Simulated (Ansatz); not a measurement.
Program: Ansatz. Geometries: PBE0-D4/def2-TZVP. ΔE: electronic, gas phase. CCSD(T)/CBS adds triple-zeta CCSD(T) − MP2 to the extrapolated MP2 energy (def2 sets, frozen cores). This one scheme is used for every species. DFT in def2-TZVPP. B3LYP here is the variant with VWN-RPA as its local correlation; programs differ in this. def2 core potentials past Kr. For Te outer-core shells are correlated without core-valence functions, which leaves a few kJ/mol of doubt a bond. Each species was taken in one conformer, which may not be the lowest.

`C[SiH](N)[TeH]` + BH₃ → `B[TeH]` + `C[SiH2]N`  (formal exchange of groups at a Te–Si bond)

CCSD(T)/CBS gives -3.6 kcal/mol.

Q: Another level gave -3.1 kcal/mol. Which?
A. PBE/def2-TZVPP
B. CCSD/def2-TZVPP
C. ωB97X-V/def2-TZVPP
D. B3LYP/def2-TZVPP

A: C. ωB97X-V -3.1, B3LYP -5.7, PBE -7.1, CCSD/def2-TZVPP -4.4 kcal/mol.

Largest T1 diagnostic among the species: 0.015.

In def2-TZVPP, CCSD(T) changes the Hartree–Fock value by −3.4 kcal/mol (the triples alone add −0.6 kcal/mol) and MP2 by −1.8 kcal/mol. From PBE to PBE0 (25 % exact exchange), in def2-TZVPP and without D4, ΔE moves by +1.8 kcal/mol. The D4 term adds +2.2 kcal/mol with B3LYP and +1.3 kcal/mol with PBE0; it sums over pairs of atoms, weighted by their polarisabilities, and B3LYP, whose exchange is more repulsive, gets the larger term.
